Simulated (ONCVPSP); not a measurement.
**How hard is this Ga (Z = 31) ONCV potential?**

| Item | Value |
| --- | --- |
| Element | gallium (Ga) |
| Generator | ONCVPSP 4.0.1 |
| Type | optimised norm-conserving Vanderbilt (ONCV) |
| Functional | PBE |
| Relativity | scalar-relativistic |
| Frozen core | [Ne] |
| Valence charge | 21 |
| Reference configuration | 3s2 3p6 3d10 4s1 (charge +2) |
| Partial waves | 3s+4s: rc 1.20 bohr, ncon 5, nbas 9, qcut 7.9 1/bohr, 2 projectors; 3p: rc 0.65 bohr, ncon 4, nbas 7, qcut 14.1 1/bohr, 3 projectors, debl 1.3 Ha; 3d: rc 0.65 bohr, ncon 4, nbas 8, qcut 25.5 1/bohr, local |
| Local potential | the d channel |
| Core correction | Teter function fitted to the true core (icmod 2), fcfact 0.6 |

In the p channel the program set the typed energies aside and used -4.380, 0.250, 1.550 Ha.

Problem. For each optimised wave give the share of its norm inside rc, the residual kinetic energy above qcut (Ha) and the cutoffs (Ha) for errors of 10, 1, 0.1 and 0.01 mHa per electron.

Solution.

```json
{"wave": "3s", "norm inside rc": "0.972", "residual KE": "4.3e-04", "10 mHa": "14.8", "1 mHa": "19.9", "0.1 mHa": "128.2", "0.01 mHa": "161.0"}
{"wave": "4s", "norm inside rc": "0.087", "residual KE": "4.9e-04", "10 mHa": "12.2", "1 mHa": "24.9", "0.1 mHa": "71.8", "0.01 mHa": "183.2"}
{"wave": "3p", "norm inside rc": "0.510", "residual KE": "1.1e-03", "10 mHa": "44.5", "1 mHa": "100.5", "0.1 mHa": "301.8", "0.01 mHa": "360.9"}
{"wave": "p projector 2", "norm inside rc": "0.016", "residual KE": "5.8e-05", "10 mHa": "28.2", "1 mHa": "40.5", "0.1 mHa": "90.7", "0.01 mHa": "283.9"}
{"wave": "p projector 3", "norm inside rc": "0.018", "residual KE": "7.0e-05", "10 mHa": "29.9", "1 mHa": "42.9", "0.1 mHa": "94.4", "0.01 mHa": "247.8"}
{"wave": "3d", "norm inside rc": "0.443", "residual KE": "2.6e-07", "10 mHa": "187.0", "1 mHa": "229.2", "0.1 mHa": "263.4", "0.01 mHa": "290.2"}
```

The occupied waves need 229 Ha and 302 Ha for 1 and 0.1 mHa. Note: ghosts flagged at negative energy: p at -678.8 eV; GHOST(+) flagged for s at 30.6 eV. A true bound ghost makes a file unfit for plane-wave use.
